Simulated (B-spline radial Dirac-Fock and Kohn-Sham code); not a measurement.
**The free indium atom: differential elastic cross section for electrons at 137 keV**

These are calculated numbers from a B-spline atomic structure program; the model is relativistic (Dirac) partial waves in the static field of the Dirac-Fock atom with Furness-McCarthy exchange, without polarisation or absorption potentials.

```
θ (°)  dσ/dΩ (a₀²/sr)  Sherman function
    5            1.01             0.000
   10          0.0933             0.001
   15          0.0216             0.002
   20         0.00757             0.001
   25         0.00336             0.000
   30         0.00173            -0.003
   35        0.000993            -0.008
   40        0.000614            -0.014
   45        0.000403            -0.023
   50        0.000277            -0.032
   55        0.000198            -0.043
   60        0.000146            -0.056
   65        0.000110            -0.069
   70        8.52e-05            -0.083
   75        6.72e-05            -0.098
   80        5.39e-05            -0.113
   85        4.39e-05            -0.127
   90        3.62e-05            -0.142
   95        3.03e-05            -0.156
  100        2.56e-05            -0.168
  105        2.19e-05            -0.179
  110        1.89e-05            -0.189
  115        1.65e-05            -0.196
  120        1.46e-05            -0.201
  125        1.30e-05            -0.203
  130        1.16e-05            -0.201
  135        1.06e-05            -0.196
  140        9.68e-06            -0.187
  145        8.95e-06            -0.175
  150        8.36e-06            -0.158
  155        7.89e-06            -0.139
  160        7.52e-06            -0.115
  165        7.24e-06            -0.089
  170        7.05e-06            -0.061
  175        6.94e-06            -0.031
```

The total elastic cross section is 0.426 a₀², the first transport cross section 0.00127 a₀² and the second, weighted with (3/2) sin²θ, 0.00318 a₀². The mean deflection is ⟨1 − cos θ⟩ = 0.00298, and 0.025 % of the collisions scatter beyond 90°.
